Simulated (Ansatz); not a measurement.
**Relaxing a trial structure of C6H9B**

The starting geometry of this gas-phase singlet was optimised with GFN2-xTB; its bonds are those of `BC1(C#C)CCC1`.

```xyz
16

C    -0.8167   -0.4392    0.5311
C    -1.3661   -1.7722    0.6986
C    -1.8266   -2.8692    0.8572
C    -1.8833    0.6814    0.4640
C    -1.2550    1.3436    1.6981
C    -0.2627    0.1811    1.8371
B     0.1004   -0.8092   -0.6868
H    -0.3293   -0.7520   -1.7718
H     1.1827   -1.2062   -0.4965
H    -2.2433   -3.8210    1.0064
H    -2.9014    0.3276    0.6187
H    -1.8504    1.2756   -0.4473
H    -1.9317    1.4665    2.5418
H    -0.7813    2.3008    1.4882
H     0.7879    0.4605    1.7891
H    -0.4237   -0.4382    2.7181
```

Q: Predict what it relaxes into with PBE0-D3(BJ)/def2-SVP.

A: New bonds form, giving a structure given below by its coordinates. Distances that change by over a tenth: C1–B7 (1.57 → 1.82 Å). Contacts that close: C2–B7 (2.24 → 1.74 Å), C3–B7 (3.22 → 1.68 Å).

The energy falls by 0.40 eV over 30 steps:

```
step  E − E(last) (eV)
   1             0.403
   4             0.274
   7             0.248
  11             0.231
  14             0.223
  17             0.221
  20             0.165
  24             0.004
  27             0.000
  30             0.000
```

Final geometry (Å):

| atom | x (Å) | y (Å) | z (Å) |
| --- | --- | --- | --- |
| C | -1.2219 | -0.5248 | 0.9821 |
| C | -1.4929 | -1.8669 | 0.8169 |
| C | -1.1121 | -2.7940 | 0.0313 |
| C | -2.0546 | 0.7204 | 0.6925 |
| C | -0.9761 | 1.5371 | 1.4375 |
| C | -0.4422 | 0.2269 | 2.0568 |
| B | -0.3335 | -1.3559 | -0.3686 |
| H | -0.7397 | -0.8688 | -1.4025 |
| H | 0.8409 | -1.3526 | -0.0652 |
| H | -1.2075 | -3.8383 | -0.2337 |
| H | -3.0082 | 0.6953 | 1.2433 |
| H | -2.2559 | 0.9526 | -0.3619 |
| H | -1.3239 | 2.3157 | 2.1302 |
| H | -0.2505 | 1.9786 | 0.7396 |
| H | 0.6435 | 0.0652 | 2.0914 |
| H | -0.8656 | 0.0395 | 3.0563 |

No frequencies were run, so the end isn't proven a minimum. Run with Ansatz 0.2.0, 4.7 min on 2 threads of Intel(R) Xeon(R) Processor @ 2.50GHz (Skylake/Cascade Lake) (shared host).
